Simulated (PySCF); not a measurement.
3-silylpropanenitrile (C3H7NSi), SMILES N#CCC[SiH3]. Atoms are numbered in the order given.

```xyz
12

N      2.2323     1.0884     0.7041
C      1.5133     0.1755     0.7381
C      0.5941    -0.9665     0.7535
C     -0.3392    -1.0143    -0.4765
Si    -1.5171     0.4656    -0.6802
H      1.2015    -1.8851     0.8153
H      0.0065    -0.9151     1.6856
H     -0.9519    -1.9291    -0.4046
H      0.2638    -1.1156    -1.3948
H     -2.3180     0.6332     0.5654
H     -2.4365     0.1884    -1.8172
H     -0.7623     1.7176    -0.9463
```

Geometry: TPSSh-D3(BJ)/def2-SVP. Other conformers were not sampled.

Two levels are set side by side: PBE/pcSseg-1 (PySCF) and PBE0/pcSseg-1 (PySCF). GIAO shifts against NH3 (¹⁵N), TMS (²⁹Si), TMS (¹H), TMS (¹³C) at the same level; non-relativistic, no solvent, atoms listed together averaged. Differences are taken from unrounded values.

```tsv
quantity	PBE
δ(¹⁵N) of N1 (ppm)	308.5
δ(¹³C) of C2 (ppm)	122.6
δ(¹³C) of C3 (ppm)	20.1
δ(¹³C) of C4 (ppm)	10.2
δ(²⁹Si) of Si5 (ppm)	-68.9
```

Question: These are the PBE values. What does PBE0 give? (The exact figures need the calculation; the answer reports its results.)

Answer: 
| quantity | PBE0 | PBE minus PBE0 |
|---|---|---|
| δ(¹⁵N) of N1 (ppm) | 312.2 | -3.7 |
| δ(¹³C) of C2 (ppm) | 126.9 | -4.3 |
| δ(¹³C) of C3 (ppm) | 18.6 | 1.5 |
| δ(¹³C) of C4 (ppm) | 8.8 | 1.3 |
| δ(²⁹Si) of Si5 (ppm) | -65.3 | -3.6 |

Rough cost on one machine, each run with all the roots and properties that it gave: PBE0 against PBE within a factor of 2.
